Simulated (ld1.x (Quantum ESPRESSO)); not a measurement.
Cu (Z = 29): excitation energies, all-electron against TM

* Element: copper (Cu)
* Generator: ld1.x (Quantum ESPRESSO) 7.5
* Type: norm-conserving Troullier–Martins (Kleinman–Bylander form)
* Functional: PBE
* Relativity: fully relativistic
* Frozen core: [Ar]
* Valence charge: 11
* Reference configuration: 3d10 4s1 4p0
* Partial waves: 4s (bound): rc 1.55 bohr; 4p (bound, empty): rc 2.60 bohr; 3d (bound): rc 1.10 bohr
* Local potential: all-electron potential smoothed inside 1.25 bohr (lloc = -2)
* Core correction: a·sin(br)/r model core inside 0.65 bohr

Open shells are filled in proportion to 2j + 1 (rel_dist='average').

Energies are relative to the spin-unpolarised reference configuration 3d10 4s1 4p0; without spin polarisation the order of configurations can differ from experiment. Not all tests gave a result: 1 of 7 tests not solved or not reliable. The frozen-core shift is the all-electron ΔE with the core orbitals held at their reference shape minus the fully relaxed ΔE.

```
valence configuration  charge  ΔE all-electron (eV)  error AE − PS (meV)  frozen-core shift (meV)
         3d10 4s0 4p0      +1                 8.149                  -13                     +4.1
          3d9 4s0 4p0      +2                29.482                  -58                      +52
         3d10 4s0 4p1       0                 4.136                 -2.5                     +1.3
          3d9 4s1 4p0      +1                11.579                  -11                      +51
       3d10 4s0.5 4p0    +0.5                 3.162                 -2.5                     +1.0
```

Question: What are ΔE and the potential's error for 3d8 4s0 4p0?

Answer: ΔE = 68.501 eV all-electron; the error (AE − PS) is -527 meV.

Levels in the configuration 3d9 4s1 4p0:

```json
{"level": "3d j=3/2", "all-electron (eV)": "-19.033", "pseudo (eV)": "-19.028"}
{"level": "3d j=5/2", "all-electron (eV)": "-18.737", "pseudo (eV)": "-18.732"}
{"level": "4s j=1/2", "all-electron (eV)": "-13.594", "pseudo (eV)": "-13.566"}
```
